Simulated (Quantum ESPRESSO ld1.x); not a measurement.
The gadolinium ion Gd2+, configuration [Xe] 4f8 (not the ground configuration). Calculated with ld1.x of Quantum ESPRESSO 7.5: non-relativistic Kohn-Sham, LDA (Slater exchange, Perdew-Zunger correlation), spin-unpolarised, spherical densities, point nucleus; relativity is left out, which matters for an element this heavy.

Normalised radial functions P(r) = r R(r), r in bohr:

| r | 4p | 5p | 4f |
|---|---|---|---|
| 0.002081 | 0.0055 | 0.0020 | 0.0000 |
| 0.002753 | 0.0094 | 0.0034 | 0.0000 |
| 0.003643 | 0.0160 | 0.0058 | 0.0000 |
| 0.00482 | 0.0269 | 0.0097 | 0.0000 |
| 0.006378 | 0.0448 | 0.0162 | 0.0000 |
| 0.008439 | 0.0734 | 0.0265 | 0.0000 |
| 0.01117 | 0.1175 | 0.0424 | 0.0000 |
| 0.01477 | 0.1827 | 0.0659 | 0.0001 |
| 0.01955 | 0.2727 | 0.0983 | 0.0003 |
| 0.02586 | 0.3849 | 0.1387 | 0.0009 |
| 0.03422 | 0.5019 | 0.1807 | 0.0026 |
| 0.04528 | 0.5814 | 0.2087 | 0.0067 |
| 0.05991 | 0.5527 | 0.1971 | 0.0168 |
| 0.07927 | 0.3376 | 0.1176 | 0.0397 |
| 0.1049 | -0.0859 | -0.0368 | 0.0877 |
| 0.1388 | -0.5901 | -0.2169 | 0.1789 |
| 0.1836 | -0.8652 | -0.3050 | 0.3310 |
| 0.243 | -0.5824 | -0.1796 | 0.5474 |
| 0.3215 | 0.2616 | 0.1431 | 0.7957 |
| 0.4253 | 1.1653 | 0.4279 | 1.0005 |
| 0.5628 | 1.5010 | 0.3774 | 1.0784 |
| 0.7446 | 1.1584 | -0.0560 | 1.0009 |
| 0.9852 | 0.5802 | -0.5928 | 0.8108 |
| 1.304 | 0.1851 | -0.8884 | 0.5795 |
| 1.725 | 0.0350 | -0.8207 | 0.3664 |
| 2.282 | 0.0035 | -0.5295 | 0.2030 |
| 3.02 | 0.0002 | -0.2369 | 0.0947 |
| 3.995 | 0.0000 | -0.0686 | 0.0347 |
| 5.286 | 0.0000 | -0.0115 | 0.0090 |

4p: eigenvalue -268.52 eV, 2 radial nodes at r = 0.0999, 0.298 bohr, <r> = 0.603 bohr, 90 % of the charge inside 0.877 bohr. 5p: eigenvalue -36.897 eV, 3 radial nodes at r = 0.0990, 0.287, 0.723 bohr, <r> = 1.63 bohr, 90 % of the charge inside 2.39 bohr. 4f: eigenvalue -19.962 eV, 0 radial nodes, <r> = 0.873 bohr, 90 % of the charge inside 1.51 bohr.
